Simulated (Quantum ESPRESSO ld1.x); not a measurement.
One sound ld1.x (Quantum ESPRESSO 7.5) input for the iodine ion I2+ gives E = -7109.4596 hartree in 23 iterations:

```
 &input
    zed=53.0,
    iswitch=1,
    rel=1,
    dft='PW',
    config='[Kr] 4d10 5s2 5p3',
    verbosity='high',
    prefix='ld1',
    max_out_wfc=37,
    file_charge='ld1.rho',
 /
```

Changed or added lines, one case at a time, and what came of them:

- config='[Kr] 4d10 5s2 5p3 3f1': refused. The program stops in el_config with "main/angular quantum number mismatch": l must be smaller than n.
- atom='I': harmless. atom and zed name the same element, and the result equals that of the sound run.
- dx=0.003: refused. The program stops in do_mesh with "ndmx is too small": the mesh holds 3500 points at most, so dx, xmin and rmax must fit that.
- relpert=.true.: refused. The program stops in ld1_readin with "perturbative SO-splitting for AE calculations with rel=0 only": the perturbative correction needs rel = 0.
- config='[Kr] 4d10 5s2 5p3 6s4': refused. The program stops in el_config with "wrong occupancy:4": an s shell holds at most 2 electrons.
- config='[Kr] 4d10 5s2 5p3 5p3': refused. The program stops in el_config with "wavefunction 5P found too many times": a shell may stand twice only as spin up and down (lsd = 1) or as its two j (rel = 2, l > 0), within their capacities.
- isic=1 latt=1: refused. The program stops in ld1_readin with "isic and latter correction not allowed": the two corrections exclude each other.
